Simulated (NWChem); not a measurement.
C$_{2}$F$_{3}$, doublet; SMILES FC(F)=[C]F

Program: NWChem. Pople sets run with spherical d functions. Spin-unrestricted. In the optimisation the excess spin sits in a' (Cs, its own frame). All runs use the structure optimised with PBE0/def2-SVP, spin-unrestricted. No stability test was run on the SCF state. Level: PBE/6-31G* with COSMO at NWChem's default radii, gas-phase geometry; rows give the dielectric constant. Reactions with the solvent are ignored.

```csv
dielectric constant,electrostatic solvation energy (kcal/mol),dipole in solution (D)
1.5,-0.1,0.23
2.0,-0.2,0.24
4.8,-0.2,0.25
20.7,-0.3,0.25
37.5,-0.3,0.26
```
